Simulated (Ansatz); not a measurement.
Reaction (formal exchange of groups at the Si–C bond): `CO[SiH2]CN` + `CC[Si](F)(F)F` → `CO[SiH2]CC[Si](F)(F)F` + CH₃NH₂

Computed with Ansatz on PBE0-D4/def2-TZVP structures; ΔE is electronic, products minus reactants. CCSD(T)/CBS adds triple-zeta CCSD(T) − MP2 to the extrapolated MP2 energy (def2 sets, frozen cores). Functionals use def2-TZVPP. B3LYP here is the variant with VWN-RPA as its local correlation; programs differ in this. Each species was taken in one conformer, which may not be the lowest.

```json
{"species": "`CO[SiH2]CN`", "B3LYP-D4 energy (Eh)": "-501.26360"}
{"species": "`CC[Si](F)(F)F`", "B3LYP-D4 energy (Eh)": "-668.68857"}
{"species": "`CO[SiH2]CC[Si](F)(F)F`", "B3LYP-D4 energy (Eh)": "-1074.04587"}
{"species": "CH₃NH₂", "B3LYP-D4 energy (Eh)": "-95.90760"}
```

(1) Work out ΔE.

Largest T1 diagnostic among the species: 0.011.

## Answers

(1) ΔE = (-1074.04587) + (-95.90760) − (-501.26360) − (-668.68857) = -0.00130 Eh = -0.8 kcal/mol. CCSD(T)/CBS gives -0.4 kcal/mol.

In def2-TZVPP, CCSD(T) changes the Hartree–Fock value by −0.9 kcal/mol (the triples alone add −0.1 kcal/mol) and MP2 by −1.0 kcal/mol. The D4 term adds −1.5 kcal/mol with B3LYP and −1.0 kcal/mol with PBE0; it sums over pairs of atoms, weighted by their polarisabilities, and B3LYP, whose exchange is more repulsive, gets the larger term.
